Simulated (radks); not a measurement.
Task: These are the eigenvalues of the occupied orbitals of an atom or ion with whole-number occupations (Ry). Calculated with a radial shooting solver on a logarithmic mesh with Libxc functionals: scalar-relativistic Kohn-Sham, r2SCAN, spin-polarised, spherical densities, finite nucleus; meta-GGA in the generalised Kohn-Sham scheme; Fermi nuclear charge, rms radius of each element as measured or else 0.836 A^(1/3) + 0.57 fm.

orbital  eigenvalue
1s up     -2638.862
1s down   -2638.842
2s up     -417.9779
2s down   -417.9748
2p up     -375.0547
2p down   -375.0416
3s up     -89.95690
3s down   -89.94703
3p up     -76.05766
3p down   -76.04391
3d up     -55.68161
3d down   -55.66693
4s up     -19.75182
4s down   -19.71985
4p up     -15.27702
4p down   -15.24777
4d up      -8.73977
4d down    -8.69828
5s up      -5.01793
5s down    -4.70384
5p up      -3.87782

Which element is it, and in what charge state? The configuration may be excited. Open shells, if any, are filled with parallel spins first.

Result: Z = 55, caesium, charge +4: Cs4+ in [Kr] 4d10 5s2 5p3. The list shows which subshells hold electrons but not how many an open one holds; the 1s level, -1319.4 hartree, gives Z - s = 51.4 by -(Z - s)^2/2, which with screening and relativity narrows Z to a few neighbours, and the depths of the outer levels then fix element, charge and occupations together.
